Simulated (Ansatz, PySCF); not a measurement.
Energy difference 2 R1 → P1 + P2, each structure at its B3LYP-D3(BJ)/def2-TZVP stationary point, reached from a drawn start (curvature not checked).
P1: SiF4 (SMILES F[Si](F)(F)F), charge 0, multiplicity 1.
R1: F3Si (SMILES F[Si](F)F), charge 0, multiplicity 2.
P2: F2Si (SMILES F[Si]F), charge 0, multiplicity 1.

P less R. No zero-point or thermal terms; singlets are restricted closed shells; open shells are unrestricted.

The values were computed with Ansatz (Gaussian orbitals); PySCF for the D3/D4 terms. All values are computed, each at the level named.

Question: One of these levels gives -40.17 kcal/mol for the reaction energy. Which one is it?
(A) BHLYP-D4/def2-TZVPP
(B) HF/cc-pV(T+d)Z
(C) revPBE/def2-TZVPP

Answer: B, HF/cc-pV(T+d)Z. The others give -49.93 (revPBE/def2-TZVPP), -55.71 (BHLYP-D4/def2-TZVPP)

Ansatz is an electronic-structure program.
